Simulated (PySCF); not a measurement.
boron atom (B), doublet. Base run: R2SCAN/6-311G** (PySCF).

Input for PySCF:
```python
from pyscf import gto, scf, dft

mol = gto.Mole()
mol.atom = '''
    B     0.000000    0.000000    0.000000
'''
mol.basis = '6-311g**'
mol.charge = 0
mol.spin = 1
mol.verbose = 4
mol.build()

mf = dft.UKS(mol)
mf.xc = 'r2scan'
mf.kernel()
```

Each row names what was changed in the base input (with any setting that the change needs).

```csv
change,ΔE vs base (µEh),SCF cycles,<S^2>,outcome
base,0.0,12,0.755,converged
conv_tol = 1e-4,0.1,4,0.755,converged
level_shift = 0.3 (with mf.max_cycle = 100),1.0,11,0.755,converged
diis_space = 12,0.0,12,0.755,converged
conv_tol_grad = 1e-3,0.0,12,0.755,converged
diis_space = 2,0.0,18,0.755,converged
level_shift = 1.0 (with mf.max_cycle = 100),1.2,21,0.755,converged
init_guess = huckel,1.1,6,0.755,converged
init_guess = vsap,0.0,6,0.755,converged
conv_tol_grad = 1e-7,-,50,-,not converged
diis = off; damp = 0.3 (with mf.diis_start_cycle = 200; with mf.max_cycle = 150),0.1,14,0.755,converged
damp = 0.5; diis_start_cycle = 5,0.0,13,0.755,converged
level_shift = 0.5 (with mf.max_cycle = 100),1.5,18,0.755,converged
```

Open shells are given as the SCF converged; they aren't shown to be the lowest states, and a large step between rows can be another state.
